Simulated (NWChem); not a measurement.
System: CH$_{6}$BN; SMILES CBN

Output (shortened):

```
             Northwest Computational Chemistry Package (NWChem) 7.3.0
             --------------------------------------------------------

 CS  symmetry detected

                             Geometry "geometry" -> ""
                             -------------------------

 Output coordinates in angstroms (scale by  1.889725989 to convert to a.u.)

  No.       Tag          Charge          X              Y              Z
 ---- ---------------- ---------- -------------- -------------- --------------
    1 B                    5.0000    -0.52488065     0.08597400     0.00000000
    2 H                    1.0000    -1.73687683     0.17829293     0.00000000
    3 C                    6.0000     0.17293374    -1.32491278     0.00000000
    4 H                    1.0000    -0.15155174    -1.90848675    -0.87848300
    5 H                    1.0000    -0.15155174    -1.90848675     0.87848300
    6 H                    1.0000     1.27427086    -1.29050783     0.00000000
    7 N                    7.0000     0.19759711     1.27800907     0.00000000
    8 H                    1.0000    -0.24026917     2.18937141     0.00000000
    9 H                    1.0000     1.20959965     1.31336014     0.00000000

 Effective nuclear repulsion energy (a.u.)      67.6613771377

      Symmetry information
      --------------------

 Group name             Cs
 Group number              2
 Group order               2
 No. of unique centers     8

                                 NWChem DFT Module
                                 -----------------

 Summary of "ao basis" -> "ao basis" (spherical)
 ------------------------------------------------------------------------------
       Tag                 Description            Shells   Functions and Types
 ---------------- ------------------------------  ------  ---------------------
 B                          6-31+g*                  8       18   4s3p1d
 H                          6-31+g*                  2        2   2s
 C                          6-31+g*                  8       18   4s3p1d
 N                          6-31+g*                  8       18   4s3p1d

      Symmetry analysis of basis
      --------------------------

        a'         49
        a"         17

            General Information
            -------------------
          SCF calculation type: DFT
          Wavefunction type:  closed shell.
          No. of atoms     :     9
          No. of electrons :    24
           Alpha electrons :    12
            Beta electrons :    12
          Charge           :     0
          Spin multiplicity:     1
          Use of symmetry is: on ; symmetry adaption is: on
          Maximum number of iterations: 150
          AO basis - number of functions:    66
                     number of shells:    36
          Convergence on energy requested:  1.00D-06
          Convergence on density requested:  1.00D-05
          Convergence on gradient requested:  5.00D-04

              XC Information
              --------------
                     Hartree-Fock (Exact) Exchange  1.000
                   CAM-Becke88 Exchange Functional  1.000
                      VWN V Correlation Functional  0.190 local
              Lee-Yang-Parr Correlation Functional  0.810

           Range-Separation Parameters
           ---------------------------
           Alpha           :  0.19
           Beta            :  0.46
           Gamma           :  0.33
           Short-Range HF  :     F

             Grid Information
             ----------------
          Grid used for XC integration:  medium
          Radial quadrature: Mura-Knowles
          Angular quadrature: Lebedev.
          Tag              B.-S. Rad. Rad. Pts. Rad. Cut. Ang. Pts.
          ---              ---------- --------- --------- ---------
          B                   0.85       49          11.0       434
          H                   0.35       45          12.0       434
          C                   0.70       49          11.0       434
          N                   0.65       49          11.0       434
          Grid pruning is: on
          Number of quadrature shells:   372
          Spatial weights used:  Erf1

      Superposition of Atomic Density Guess
      -------------------------------------

 Sum of atomic energies:        -119.47842711

      Non-variational initial energy
      ------------------------------

 Total energy =    -121.210606
 1-e energy   =    -292.576801
 2-e energy   =     103.704818
 HOMO         =      -0.377101
 LUMO         =       0.033502

      Symmetry analysis of molecular orbitals - initial
      -------------------------------------------------

  Numbering of irreducible representations:

     1 a'          2 a"

  Orbital symmetries:

     1 a'          2 a'          3 a'          4 a'          5 a'
     6 a'          7 a'          8 a'          9 a"         10 a'
    11 a"         12 a'         13 a'         14 a"         15 a'
    16 a'         17 a"         18 a'         19 a'         20 a"
    21 a'         22 a'

   convergence    iter        energy       DeltaE   RMS-Dens  Diis-err
 ---------------- ----- ----------------- --------- --------- ---------
 d= 0,ls=0.0,diis     1   -121.2533588263 -1.89D+02  8.43D-03  3.33D-01
 d= 0,ls=0.0,diis     2   -121.2828052710 -2.94D-02  3.20D-03  1.20D-01
 d= 0,ls=0.0,diis     3   -121.2933181910 -1.05D-02  1.13D-03  2.20D-02
 d= 0,ls=0.0,diis     4   -121.2956997614 -2.38D-03  2.33D-04  5.34D-04
 d= 0,ls=0.0,diis     5   -121.2957623458 -6.26D-05  7.08D-05  3.21D-05
  Resetting Diis
 d= 0,ls=0.0,diis     6   -121.2957671114 -4.77D-06  1.57D-05  9.90D-07
 d= 0,ls=0.0,diis     7   -121.2957672566 -1.45D-07  4.69D-06  6.89D-08

         Total DFT energy =     -121.295767256558
      One electron energy =     -296.108766557706
           Coulomb energy =      125.731173705676
    Exchange-Corr. energy =      -18.579551542233
 Nuclear repulsion energy =       67.661377137705

[...]
```

Level: CAM-B3LYP/6-31+G* (spherical d), vertical spin-unrestricted ions. Structure relaxed at the PBE0/def2-SVP level.

Task: Reconstruct the input file.

Result: Several could match; the one computed here: the input that was run:
```
start job
memory heap 200 mb stack 900 mb global 1100 mb
geometry units angstroms noautoz
  B     -0.514667     0.090086     0.000000
  H     -1.726354     0.186378     0.000000
  C      0.178518    -1.323081     0.000000
  H     -0.147879    -1.905588    -0.878483
  H     -0.147879    -1.905588     0.878483
  H      1.279962    -1.292287     0.000000
  N      0.211715     1.279746     0.000000
  H     -0.223161     2.192539     0.000000
  H      1.223828     1.311779     0.000000
end
basis spherical
  * library 6-31+g*
end
dft
  xc xcamb88 1.00 lyp 0.81 vwn_5 0.19 hfexch 1.00
  cam 0.33 cam_alpha 0.19 cam_beta 0.46
  iterations 150
  vectors input atomic output neutral.movecs
end
task dft energy
charge 1
dft
  odft
  mult 2
  vectors input atomic output cation.movecs
end
task dft energy
charge -1
dft
  odft
  mult 2
  vectors input atomic output anion.movecs
end
task dft energy
```
